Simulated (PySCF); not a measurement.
Si(NHSiH3)(Cl)3 (Cl3H4NSi2), SMILES Cl[Si](N[SiH3])(Cl)Cl.

Geometry: PBE0-D3(BJ)/def2-SVP. One conformer was computed; it need not be the lowest.

All values below come from PBE0-D3(BJ)/def2-SVP run with PySCF 2.14.0.

Frequencies are harmonic and unscaled.

```csv
mode,ν (cm⁻¹),IR (km/mol),moving atoms (share of kinetic energy)
1,21,0.5,"Cl 44 %, Si 33 %, H 15 %, N 8 %"
2,61,0.3,H 97 %
3,96,0.5,"Cl 50 %, Si 38 %, H 10 %"
4,157,0.1,"Cl 76 %, N 16 %"
5,165,2.4,"Cl 76 %, Si 16 %"
6,216,13.5,"Cl 62 %, Si 28 %"
7,273,1.2,"N 39 %, Cl 37 %, H 16 %, Si 9 %"
8,285,3.2,"Cl 43 %, Si 30 %, N 18 %, H 10 %"
9,323,50.1,"H 83 %, N 12 %"
10,450,28.5,"Cl 66 %, N 17 %, Si 10 %"
11,617,112.1,"Si 59 %, Cl 30 %, H 11 %"
12,619,183.4,"Si 67 %, Cl 31 %"
13,656,37.5,"Si 47 %, H 42 %"
14,714,89.0,"H 82 %, N 9 %, Si 9 %"
15,798,129.2,"N 42 %, H 33 %, Si 25 %"
16,929,59.8,H 96 %
17,938,403.8,"H 64 %, Si 20 %, N 16 %"
18,958,123.8,H 86 %
19,1002,26.3,"H 75 %, N 15 %, Si 10 %"
20,1190,274.2,"H 58 %, N 37 %"
21,2238,123.4,H 96 %
22,2242,100.7,H 98 %
23,2268,71.1,H 96 %
24,3624,72.5,H 93 %
```
